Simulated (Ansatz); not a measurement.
`O[Si]1(Br)CC1` + `C=C(S)Cl` → `Cl[Si]1(Br)CC1` + `C=C(O)S`  (formal exchange of groups at the Si–O bond)

Computed with Ansatz on PBE0-D4/def2-TZVP structures; ΔE is electronic, products minus reactants. CCSD(T)/CBS is the MP2 limit (def2-TZVPP, def2-QZVPP) plus CCSD(T) − MP2 in def2-TZVPP, frozen cores. For Br outer-core shells are correlated without core-valence functions, which leaves a few kJ/mol of doubt a bond. Scalar relativity is left out up to krypton. One conformer a species, not always the lowest.

```
         species  MP2/def2-QZVPP energy (Eh)
 `O[Si]1(Br)CC1`                 -3016.39781
      `C=C(S)Cl`                  -935.30706
`Cl[Si]1(Br)CC1`                 -3400.38644
       `C=C(O)S`                  -551.31779
```

Task: Work out ΔE.

Result: ΔE = (-3400.38644) + (-551.31779) − (-3016.39781) − (-935.30706) = 0.00064 Eh = +0.4 kcal/mol. CCSD(T)/CBS gives -0.3 kcal/mol.

Largest T1 diagnostic among the species: 0.012.
